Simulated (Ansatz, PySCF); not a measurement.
C₂H₉ClOSi₂, SMILES OCC[Si@H]([SiH3])Cl. Atoms are numbered in the order given.

```xyz
15

O     -2.6249     0.1114     0.6364
C     -2.2158     1.3128     0.0389
C     -0.9472     1.0315    -0.7448
Si     0.3624     0.1389     0.2842
Si     2.5040     0.4864    -0.6016
Cl     0.0962    -1.9260     0.2319
H     -3.3496     0.2914     1.2425
H     -2.9962     1.7216    -0.6347
H     -2.0068     2.0938     0.7980
H     -1.1648     0.3949    -1.6190
H     -0.5199     1.9721    -1.1314
H      0.2980     0.5866     1.7077
H      3.5308    -0.2566     0.1900
H      2.5391     0.0027    -2.0168
H      2.8515     1.9441    -0.5940
```

Coordinates come from a PBE0-D3(BJ)/def2-SVP optimisation. The structure was generated by enumeration; whether it is a known compound was not checked. Other conformers were not sampled.

Two levels are set side by side: PBE-D3(BJ)/def2-SVP (Ansatz, an electronic-structure program) and PBE0-D3(BJ)/def2-SVP (Ansatz). Each level has its own optimised geometry; the coordinates shown are those of the second. Frequencies come from the Hessian of PySCF at each geometry. Differences are taken from unrounded values.

```json
[
 {"quantity": "mean bond length (Å)", "PBE0-D3(BJ)": "1.472"},
 {"quantity": "bond O1–C2 (Å)", "PBE0-D3(BJ)": "1.403"},
 {"quantity": "bond C2–C3 (Å)", "PBE0-D3(BJ)": "1.517"},
 {"quantity": "bond C3–Si4 (Å)", "PBE0-D3(BJ)": "1.890"},
 {"quantity": "bond Si4–Si5 (Å)", "PBE0-D3(BJ)": "2.343"},
 {"quantity": "bond Si4–Cl6 (Å)", "PBE0-D3(BJ)": "2.083"},
 {"quantity": "bond O1–H7 (Å)", "PBE0-D3(BJ)": "0.962"},
 {"quantity": "bond C2–H8 (Å)", "PBE0-D3(BJ)": "1.109"},
 {"quantity": "bond C2–H9 (Å)", "PBE0-D3(BJ)": "1.109"},
 {"quantity": "bond C3–H10 (Å)", "PBE0-D3(BJ)": "1.103"},
 {"quantity": "bond C3–H11 (Å)", "PBE0-D3(BJ)": "1.103"},
 {"quantity": "bond Si4–H12 (Å)", "PBE0-D3(BJ)": "1.494"},
 {"quantity": "bond Si5–H13 (Å)", "PBE0-D3(BJ)": "1.494"},
 {"quantity": "bond Si5–H14 (Å)", "PBE0-D3(BJ)": "1.496"},
 {"quantity": "bond Si5–H15 (Å)", "PBE0-D3(BJ)": "1.499"},
 {"quantity": "highest harmonic wavenumber (cm⁻¹)", "PBE0-D3(BJ)": "3901"},
 {"quantity": "mean harmonic wavenumber (cm⁻¹)", "PBE0-D3(BJ)": "1198"},
 {"quantity": "zero-point energy (kcal/mol)", "PBE0-D3(BJ)": "66.82"}
]
```

Question: What does PBE-D3(BJ) give, and how far is it from PBE0-D3(BJ)? (The exact figures need the calculation; the answer reports its results.)

Answer: 
```tsv
quantity	PBE-D3(BJ)	PBE-D3(BJ) minus PBE0-D3(BJ)
mean bond length (Å)	1.482	0.011
bond O1–C2 (Å)	1.418	0.015
bond C2–C3 (Å)	1.526	0.009
bond C3–Si4 (Å)	1.903	0.013
bond Si4–Si5 (Å)	2.352	0.009
bond Si4–Cl6 (Å)	2.097	0.014
bond O1–H7 (Å)	0.973	0.012
bond C2–H8 (Å)	1.119	0.010
bond C2–H9 (Å)	1.119	0.010
bond C3–H10 (Å)	1.111	0.008
bond C3–H11 (Å)	1.111	0.008
bond Si4–H12 (Å)	1.505	0.012
bond Si5–H13 (Å)	1.505	0.010
bond Si5–H14 (Å)	1.506	0.010
bond Si5–H15 (Å)	1.509	0.011
highest harmonic wavenumber (cm⁻¹)	3724	-176
mean harmonic wavenumber (cm⁻¹)	1156	-42
zero-point energy (kcal/mol)	64.45	-2.37
```

GGA bonds tend to be longer and softer than those of functionals with exact exchange. Differences between two approximate levels are no errors against the true value.
